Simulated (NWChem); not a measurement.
C2H4FNOSi; SMILES [SiH2]1[C@H](F)N=CO1

```xyz
10

F     -0.2346     2.0133    -0.3871
C      0.0175     0.9505     0.4474
N      1.3523     0.4491     0.2246
C      1.3762    -0.7711    -0.1303
O      0.2787    -1.5377    -0.2783
Si    -1.1026    -0.5702     0.0670
H     -0.0542     1.3204     1.4860
H      2.3156    -1.2942    -0.3482
H     -1.8219    -1.1614     1.2260
H     -1.9708    -0.4758    -1.1348
```
Atoms are numbered in this order, from 1.

Level: PBE0/def2-SVP (NWChem), optimised geometry, unscaled harmonic frequencies. 

```tsv
frequency (cm⁻¹)	IR intensity (km/mol)
96	0.4
249	1.6
355	2.6
465	11.4
530	34.7
618	5.0
679	29.1
711	28.2
738	56.1
781	3.8
886	50.4
956	139.5
994	4.1
1028	37.5
1125	137.7
1203	199.2
1255	60.6
1342	22.3
1364	13.2
1729	214.3
2271	75.4
2286	99.1
3068	18.0
3208	10.7
```

```json
{
  "zero_point_energy": "39.9 kcal/mol",
  "thermal correction to the enthalpy at 298.15 K (with zero-point energy)": "44.1 kcal/mol",
  "heat capacity Cv": "20.5 cal/(mol K)",
  "entropy at 298.15 K and 1 atm (symmetry number 1)": "76.5 cal/(mol K)",
  "dipole_moment": "2.35 D"
}
```

Rigid rotor and harmonic oscillator; modes under 100 cm⁻¹ make the entropy uncertain.
